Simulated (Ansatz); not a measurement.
`[OH][AlH][Cl]` + `FB(S)Cl` → `[OH][Al]([F])[Cl]` + `SBCl`  (redistribution)

Gas-phase electronic energies from Ansatz, PBE0-D4/def2-TZVP geometries. CCSD(T)/CBS adds triple-zeta CCSD(T) − MP2 to the extrapolated MP2 energy (def2 sets, frozen cores). This one scheme is used for every species. Functionals use def2-TZVPP. Each species was taken in one conformer, which may not be the lowest.

| level | ΔE (kJ/mol) |
| --- | --- |
| r2SCANh-D4 | -45.8 |
| RPA@PBE/def2-TZVPP | -48.0 |
| HF/def2-TZVPP | -45.8 |
| SCS-MP2/def2-TZVPP | -52.9 |

(1) What does CCSD(T)/CBS give? (Best estimate.)

Largest T1 diagnostic among the species: 0.013.

Answers

(1) The calculation gave: -54.2 kJ/mol. The listed levels differ from it by 8.4, 6.2, 8.4, 1.3 kJ/mol.

Leaving LDA and LC-ωPBE aside and taking each functional with its dispersion term where it has one, the values, not all of them listed here, spread over 17.5 kJ/mol, from B2PLYP to B97M-V. LDA lies +9.7 kJ/mol from PBE without D4. At CCSD(T), def2-SVP lies +22.2 kJ/mol from the extrapolated value and def2-TZVPP +4.6 kJ/mol.
